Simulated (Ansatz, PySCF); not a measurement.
Gas-phase reaction (SMILES): C[O][Ge]([CH3])([CH3])[CH3] + N (NH3) → [CH3][Ge]([CH3])([CH3])[NH2] + CO (CH4O); ammonia cleaves one Ge-O bond, a model of a ligand-exchange step.

Structures are relaxed separately at B3LYP-D3(BJ)/def2-TZVP in Ansatz (an electronic-structure program), one conformer each, not searched for the lowest. Valence correlation only, unless marked. No spin-orbit coupling. The frozen core is the preceding noble-gas configuration, with the filled d and f shells of earlier blocks. Non-relativistic. Basis-set limits of correlation are two-point, X^-3; Hartree-Fock from the larger set. Thermal terms are rigid-rotor harmonic-oscillator values from B3LYP-D3(BJ) frequencies (Ansatz or PySCF) at 298.15 K and 1 atm. 1 Eh = 627.5095 kcal/mol.

| species | E, CCSD(T)/CBS(cc-pVTZ,cc-pVQZ) (Ansatz) (Eh) | E, r2SCAN-D4/def2-TZVPD (Ansatz + dftd4) (Eh) | H - E (Eh) |
|---|---|---|---|
| C[O][Ge]([CH3])([CH3])[CH3] | -2310.16052 | -2311.86093 | 0.16310 |
| N (NH3) | -56.50369 | -56.54744 | 0.03799 |
| [CH3][Ge]([CH3])([CH3])[NH2] | -2251.04065 | -2252.68884 | 0.14561 |
| CO (CH4O) | -115.60979 | -115.70530 | 0.05533 |

### Question
Work out ΔE and ΔH at 298.15 K at the first level, then ΔH at the second.

### Answer

1. ΔE = [(-2251.04065) + (-115.60979)] - [(-2310.16052) + (-56.50369)] = 0.01377 Eh = 8.6 kcal/mol at CCSD(T)/CBS(cc-pVTZ,cc-pVQZ).
2. The terms H - E add up to -0.00015 Eh, so ΔH = (0.01377 + (-0.00015))×627.5095 = 8.5 kcal/mol.
3. At r2SCAN-D4/def2-TZVPD the same steps give ΔE = 8.9 and ΔH = 8.8 kcal/mol, a shift of +0.3 from the first level.
4. These values are not checked against measurement here, since the tables used lack a sound gas-phase enthalpy of formation for at least one species.
